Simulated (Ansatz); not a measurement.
Reaction (formal exchange of groups at the Si–O bond): `CC[SiH](O)F` + SiH₄ → `CC[SiH](F)[SiH3]` + H₂O

Isolated molecules relaxed with PBE0-D4/def2-TZVP in Ansatz; ΔE leaves out vibrations. CCSD(T)/CBS is the MP2 limit (def2-TZVPP, def2-QZVPP) plus CCSD(T) − MP2 in def2-TZVPP, frozen cores. This one scheme is used for every species. DFT in def2-TZVPP. One conformer a species, not always the lowest.

```csv
level,ΔE (eV)
BHLYP,1.41
CCSD/def2-SVP,1.30
CCSD(T)/def2-SVP,1.28
CCSD/CBS(def2),1.28
```

What does CCSD(T)/CBS give? (Best estimate.)

Ansatz gave: +1.25 eV. The listed levels differ from it by 0.16, 0.05, 0.03, 0.03 eV.

Largest T1 diagnostic among the species: 0.011.

From PBE to PBE0 (25 % exact exchange), in def2-TZVPP and without D4, ΔE moves by +0.07 eV. The D4 term adds −0.05 eV with B3LYP and −0.03 eV with PBE0; it sums over pairs of atoms, weighted by their polarisabilities, and B3LYP, whose exchange is more repulsive, gets the larger term. Leaving LDA and LC-ωPBE aside and taking each functional with its dispersion term where it has one, the values, not all of them listed here, spread over 0.32 eV, from revPBE-D4 to BHLYP-D4. LDA lies +0.07 eV from PBE without D4.

B3LYP here is the variant with VWN-RPA as its local correlation; programs differ in this.
